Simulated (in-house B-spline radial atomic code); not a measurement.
Results of a calculation; reference values are marked as such.
Two electrons in Ge: a Gaussian well −V exp(−r²/w²) with V = 75.5 meV and w = 15.9 nm

For Ge the NSM archive of the Ioffe Institute lists m_l = 1.6 m0, m_t = 0.08 m0 and ε = 16.2; the model takes one isotropic valley with the conductivity mass 3/(1/m_l + 2/m_t) = 0.117 m0, and so misses anisotropy and the other valleys. All triplets below are those of one valley; with several valleys two electrons can form a triplet in the 1s orbital itself, at an energy set by the valley splitting.

Effective-mass model with parabolic bands, a uniform dielectric constant, no image charges, no central-cell or spin-orbit terms. Two-electron levels come from full CI in B-splines with partial waves to l = 5 (up to 0.001 effective hartree above the limit).

Question: What are the effective units, and what is the potential in them?

Answer: Ha* = 27211.386 meV × 0.117/16.2² = 12.13 meV and a* = 0.0529177 nm × 16.2/0.117 = 7.327 nm. V = 6.22 Ha* and w = 2.17 a*.

In these units the lowest s and p orbitals lie at -3.9870 and -2.6489, and their Coulomb and exchange integrals are J_ss = 0.9321, J_sp = 0.7496 and K_sp = 0.1441. Full CI gives -7.1145 for the ground singlet, -6.0493 for the sp triplet, -5.8158 for the sp singlet and -5.0683 for the lowest triplet of two s orbitals.

Question: What does it cost to add the second electron, to first order and exactly?

Answer: To first order E = 2ε_s + J_ss = -7.0419, so the charging energy E(2) − 2E(1) is J_ss = 11.31 meV. CI gives -7.1145 − 2 × (-3.9870) = 0.8595, or 10.43 meV: relaxation and correlation lower it by 0.8808 meV, 7.8 % of J_ss. The s² configuration of one-electron orbitals holds 97.8 % of the state, and the mean radius is 7.59 nm. The second electron is bound by ε_s − E = 37.94 meV, against 48.37 meV for the first.

Question: How far above the singlet do the triplets lie?

Answer: To first order the sp triplet lies at ε_s + ε_p + J_sp − K_sp = -6.0304, which is 12.27 meV above 2ε_s + J_ss. CI gives -6.0493 − (-7.1145) = 1.0652, or 12.92 meV, 80 % of the orbital spacing of 16.23 meV. The ss triplet lies 24.82 meV up, so the lower of the two is the sp one, and its gap equals k_BT at 150 K. The sp singlet-triplet splitting is 2.832 meV, against 2K_sp = 3.496 meV.
